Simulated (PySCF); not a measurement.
Si(CCH)(Cl)2(Me) (C3H4Cl2Si), SMILES C#C[Si](C)(Cl)Cl.

Coordinates come from a PBE0-D3(BJ)/def2-SVP optimisation.

Computed with PySCF with TDA-M06-2X/def2-SVPD.

Vertical excitations.  State labels are in the subgroup Cs.

Computed lowest excited states:
```csv
state,symmetry,energy (eV),λ (nm),f,main pairs
S1,A",5.50,225,0.000,"HOMO−1→LUMO 46 %, HOMO→LUMO+1 35 %"
S2,A',6.42,193,0.001,"HOMO→LUMO 47 %, HOMO−1→LUMO+1 42 %"
S3,A",6.42,193,0.001,"HOMO→LUMO+1 46 %, HOMO−1→LUMO 43 %"
S4,A",7.66,162,0.000,HOMO−2→LUMO 84 %
S5,A',7.67,162,0.003,HOMO−2→LUMO+1 84 %
S6,A",7.90,157,0.023,"HOMO−3→LUMO+1 56 %, HOMO−5→LUMO 17 %"
S7,A',7.97,156,0.050,HOMO−3→LUMO 77 %
S8,A",8.17,152,0.008,"HOMO−4→LUMO+1 56 %, HOMO−3→LUMO+1 9 %"
S9,A",8.24,150,0.029,"HOMO→LUMO+2 65 %, HOMO→LUMO+3 24 %"
S10,A',8.27,150,0.194,"HOMO−4→LUMO 48 %, HOMO→LUMO 10 %, HOMO−3→LUMO 10 %, HOMO−1→LUMO+1 9 %"
T1,A',5.02,247,0,"HOMO→LUMO 43 %, HOMO−1→LUMO+1 35 %"
T2,A",5.50,225,0,"HOMO−1→LUMO 50 %, HOMO→LUMO+1 33 %"
T3,A",5.90,210,0,"HOMO→LUMO+1 46 %, HOMO−1→LUMO 39 %"
T4,A',5.90,210,0,"HOMO−1→LUMO+1 45 %, HOMO→LUMO 40 %"
```
Triplets are in the Tamm–Dancoff approximation.
